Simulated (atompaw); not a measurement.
**Logarithmic derivatives: Ga (Z = 31), PAW (atompaw)**

atompaw 4.2.0.5 input, output lines left out:

```
Ga 31
LDA-PW scalarrelativistic loggrid 1500 logderivrange -3 5 201
4 4 3 0 0 0
4 1 1
0 0 0
c
c
c
v
c
c
v
c
2
2.95 2.95 2.50 2.70
y
3.35
n
y
1.8
n
y
0.35
y
2.45
n
custom rrkj vanderbiltortho sinc
bessel
2.95
1.95
2.95
2.95
2.95
2.95
```

The phase is arctan(r·u′/u) with u = r·R(r), unwrapped; energies in Ry, scanned from -3 to 5 Ry. A pole is an energy at which the radial function vanishes at the test radius. The pseudo phase is shifted by a multiple of π to meet the all-electron one at the reference energy, and phase errors are pseudo minus all-electron; the curves can meet again beyond the range given. Levels narrower than the energy grid can be missing from the lists of poles.

For each channel, where are the poles, and over which energies does the pseudopotential scatter like the atom?

| channel | radius (bohr) | reference energy (Ry) | poles, all-electron | poles, pseudo | unbroken range about the reference energy with phases within 0.05 rad | phase error 1 Ry above the reference energy (rad) |
| --- | --- | --- | --- | --- | --- | --- |
| s | 2.97 | -0.67 | -0.08 | -0.08 | the whole range | -0.002 |
| p | 2.97 | -0.20 | 0.84 | 0.84 | below 2.8 | -0.001 |
| d | 2.97 | 0.35 | -1.42, 2.50 | 2.50 | -1.3 to 4.3 | -0.003 |

Phases in the s channel:

```json
{"E (Ry)": "-3.00", "all-electron": "1.344", "pseudo": "1.343"}
{"E (Ry)": "-2.76", "all-electron": "1.330", "pseudo": "1.329"}
{"E (Ry)": "-2.52", "all-electron": "1.312", "pseudo": "1.311"}
{"E (Ry)": "-2.28", "all-electron": "1.289", "pseudo": "1.288"}
{"E (Ry)": "-2.04", "all-electron": "1.258", "pseudo": "1.257"}
{"E (Ry)": "-1.80", "all-electron": "1.215", "pseudo": "1.214"}
{"E (Ry)": "-1.56", "all-electron": "1.146", "pseudo": "1.144"}
{"E (Ry)": "-1.32", "all-electron": "1.017", "pseudo": "1.015"}
{"E (Ry)": "-1.08", "all-electron": "0.699", "pseudo": "0.697"}
{"E (Ry)": "-0.84", "all-electron": "-0.284", "pseudo": "-0.285"}
{"E (Ry)": "-0.60", "all-electron": "-1.155", "pseudo": "-1.155"}
{"E (Ry)": "-0.36", "all-electron": "-1.433", "pseudo": "-1.433"}
{"E (Ry)": "-0.12", "all-electron": "-1.556", "pseudo": "-1.557"}
{"E (Ry)": "0.12", "all-electron": "-1.631", "pseudo": "-1.633"}
{"E (Ry)": "0.36", "all-electron": "-1.688", "pseudo": "-1.690"}
{"E (Ry)": "0.60", "all-electron": "-1.738", "pseudo": "-1.741"}
{"E (Ry)": "0.84", "all-electron": "-1.790", "pseudo": "-1.793"}
{"E (Ry)": "1.08", "all-electron": "-1.850", "pseudo": "-1.854"}
{"E (Ry)": "1.32", "all-electron": "-1.929", "pseudo": "-1.934"}
{"E (Ry)": "1.56", "all-electron": "-2.044", "pseudo": "-2.051"}
{"E (Ry)": "1.80", "all-electron": "-2.239", "pseudo": "-2.249"}
{"E (Ry)": "2.04", "all-electron": "-2.611", "pseudo": "-2.627"}
{"E (Ry)": "2.28", "all-electron": "-3.259", "pseudo": "-3.275"}
{"E (Ry)": "2.52", "all-electron": "-3.857", "pseudo": "-3.864"}
{"E (Ry)": "2.76", "all-electron": "-4.179", "pseudo": "-4.181"}
{"E (Ry)": "3.00", "all-electron": "-4.348", "pseudo": "-4.348"}
{"E (Ry)": "3.24", "all-electron": "-4.448", "pseudo": "-4.449"}
{"E (Ry)": "3.48", "all-electron": "-4.515", "pseudo": "-4.515"}
{"E (Ry)": "3.72", "all-electron": "-4.562", "pseudo": "-4.562"}
{"E (Ry)": "3.96", "all-electron": "-4.598", "pseudo": "-4.598"}
{"E (Ry)": "4.20", "all-electron": "-4.627", "pseudo": "-4.627"}
{"E (Ry)": "4.44", "all-electron": "-4.650", "pseudo": "-4.651"}
{"E (Ry)": "4.68", "all-electron": "-4.670", "pseudo": "-4.672"}
{"E (Ry)": "4.92", "all-electron": "-4.688", "pseudo": "-4.690"}
```
